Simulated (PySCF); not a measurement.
Computed shifts of a molecule C₃H₄ClF, B3LYP/pcSseg-1 in PySCF, GIAO, gas phase, atoms alike by connectivity averaged where their shifts nearly agree, in ppm (number of nuclei): ¹³C: 164.3 (1), 111.9 (1), 15.5 (1). ¹⁹F: -86.3 (1). ¹H: 5.06 (1), 2.12 (3). References: ¹³C against TMS (σ = 181.3 ppm); ¹⁹F against CFCl3 (σ = 161.7 ppm); ³⁵Cl against HCl (σ = 933.3 ppm); ¹H against TMS (σ = 31.68 ppm), references at their B3LYP-D3(BJ)/def2-TZVP geometries, non-relativistic (without spin–orbit terms, shifts of atoms bonded to Cl or Br come out too high). The structure is a stationary point at B3LYP-D3(BJ)/def2-SVP. One conformer was computed; it need not be the lowest.

Question: Which structure fits?
A) C/C=C(\F)Cl
B) C/C(F)=C\Cl
C) F[C@@H]1C[C@H]1Cl
D) C/C(Cl)=C\F

Answer: A, C/C=C(\F)Cl
